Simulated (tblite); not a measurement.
Species: C4H11N2PSi2.
SMILES with atom numbers: `[N:1]#[C:2][C@@H:3]1[CH2:4][CH2:5][NH:6][SiH2:7][Si@H:8]1[PH2:9]` (hydrogens: H10 on C3; H11, H12 on C4; H13, H14 on C5; H15 on N6; H16, H17 on Si7; H18 on Si8; H19, H20 on P9)

Cartesian coordinates in Å at the GFN2-xTB level; atoms count from 1:
```
atom  x, y, z in Å
N1    -0.3749   -0.7767   -3.1979
C2    -0.1024   -1.0136   -2.1101
C3     0.2580   -1.2464   -0.7509
C4    -0.9721   -1.2197    0.1668
C5    -1.8488    0.0262    0.0089
N6    -1.2637    1.2136    0.6132
Si7    0.1874    1.9706    0.0747
Si8    1.5450    0.1060   -0.2165
P9     2.5690   -0.8581    1.5448
H10    0.7233   -2.2366   -0.6913
H11   -1.5972   -2.0922   -0.0452
H12   -0.6374   -1.2930    1.2055
H13   -2.0608    0.1787   -1.0586
H14   -2.8016   -0.1705    0.5088
H15   -1.9780    1.8194    0.9879
H16    0.0789    2.7705   -1.1584
H17    0.5241    2.8685    1.1834
H18    2.5689    0.1262   -1.2774
H19    3.4678    0.1782    1.7112
H20    1.7093   -0.3403    2.4981
```

Computed with GFN2-xTB (tblite): harmonic, unscaled wavenumbers at the GFN2-xTB geometry, gas phase. This tight-binding method is rough: wavenumbers can miss measured ones by several per cent, in bad cases by 10 to 20. Modes of hydrogen on phosphorus and silicon can be 10 to 20 % off. One conformer, not necessarily the lowest.

Harmonic wavenumbers (cm⁻¹): 35.6, 73.1, 96.5, 99.0, 109.6, 150.5, 186.1, 235.8, 269.3, 321.2, 371.0, 412.3, 440.7, 455.1, 499.7, 506.0, 546.6, 567.2, 586.6, 608.3, 655.5, 672.7, 703.1, 717.4, 774.8, 802.8, 890.0, 916.4, 972.7, 1067.2, 1091.5, 1103.3, 1148.8, 1166.4, 1190.7, 1239.9, 1269.7, 1309.5, 1342.5, 1375.0, 1477.3, 1490.7, 2142.2, 2151.6, 2223.3, 2301.6, 2383.7, 2388.0, 2883.6, 2913.1, 2949.0, 2957.9, 2966.0, 3440.7.

A = 1165, B = 826.6, C = 667.8 MHz; mass 174.020 u (most abundant isotopes); point group C1, symmetry number 1.

**Question.** Zero-point energy?

**Answer.** ½Σν̃ = 30824 cm⁻¹ = 88.13 kcal/mol.

**Question.** Give the ideal-gas entropy at 350 K and 1 bar in the rigid-rotor, harmonic-oscillator model (classical rotation).

**Answer.** Translation 42.19, rotation 31.07, vibration 45.82: S = 119.1 cal/(mol K).

**Question.** And Cp and H(350 K) − H(0)?

**Answer.** Cp = 53.45 cal/(mol K), of which vibrations give 45.50 (their classical limit is 54 R = 107.3); H(350 K) − H(0) = 11.10 kcal/mol without the zero-point energy, 8.32 from vibrations.

**Question.** What must be added to the electronic energy to get the Gibbs energy at 350 K and 1 bar?

**Answer.** ZPE + [H(350 K) − H(0)] − T·S = 88.13 + 11.10 − 41.68 = 57.55 kcal/mol.

**Question.** Which modes carry the vibrational entropy at 350 K?

**Answer.** 35.6 cm⁻¹: 5.81; 73.1 cm⁻¹: 4.38; 96.5 cm⁻¹: 3.84; 99.0 cm⁻¹: 3.79; 109.6 cm⁻¹: 3.59; 150.5 cm⁻¹: 2.97 cal/(mol K); the other 48 give 21.44 together.

**Question.** How do the functions run with temperature in this model?

**Answer.** 
```json
{"T (K)": "100", "S (cal/(mol K))": "75.0", "Cp (cal/(mol K))": "22.2", "H − H(0) (kcal/mol)": "1.48", "G − H(0) (kcal/mol)": "-6.01", "ln q(vib)": "2.41"}
{"T (K)": "200", "S (cal/(mol K))": "94.4", "Cp (cal/(mol K))": "35.6", "H − H(0) (kcal/mol)": "4.37", "G − H(0) (kcal/mol)": "-14.52", "ln q(vib)": "5.90"}
{"T (K)": "300", "S (cal/(mol K))": "111.3", "Cp (cal/(mol K))": "48.0", "H − H(0) (kcal/mol)": "8.56", "G − H(0) (kcal/mol)": "-24.82", "ln q(vib)": "9.38"}
{"T (K)": "500", "S (cal/(mol K))": "140.5", "Cp (cal/(mol K))": "66.7", "H − H(0) (kcal/mol)": "20.16", "G − H(0) (kcal/mol)": "-50.08", "ln q(vib)": "16.11"}
{"T (K)": "800", "S (cal/(mol K))": "175.9", "Cp (cal/(mol K))": "83.6", "H − H(0) (kcal/mol)": "42.94", "G − H(0) (kcal/mol)": "-97.75", "ln q(vib)": "25.31"}
{"T (K)": "1000", "S (cal/(mol K))": "195.4", "Cp (cal/(mol K))": "90.9", "H − H(0) (kcal/mol)": "60.44", "G − H(0) (kcal/mol)": "-134.92", "ln q(vib)": "30.83"}
```

q(vib) and H(0) count from the zero-point level.

**Question.** Blend soft modes into free rotors: weight 1/[1 + (100 cm⁻¹/ν̃)⁴] for the oscillator and the rest for a rotor with moment μB/(μ + B), μ = h/(8π²ν), B = 10⁻⁴⁴ kg m². What vibrational entropy results?

**Answer.** 42.12 cal/(mol K) in place of 45.82, which changes −T·S at 350 K by +1.30 kcal/mol.

Hindered rotation and anharmonicity are outside this model. Other conformers, if any are populated, would add a mixing term that is left out. The structure is chiral; the term R ln 2 for an equal mix with its mirror image is left out.

On Arm Neoverse N1, one thread, no GPU, shared host with 64 logical CPUs at a one-minute load of 62, this took 2.1 s. The figure is for the frequency step alone.
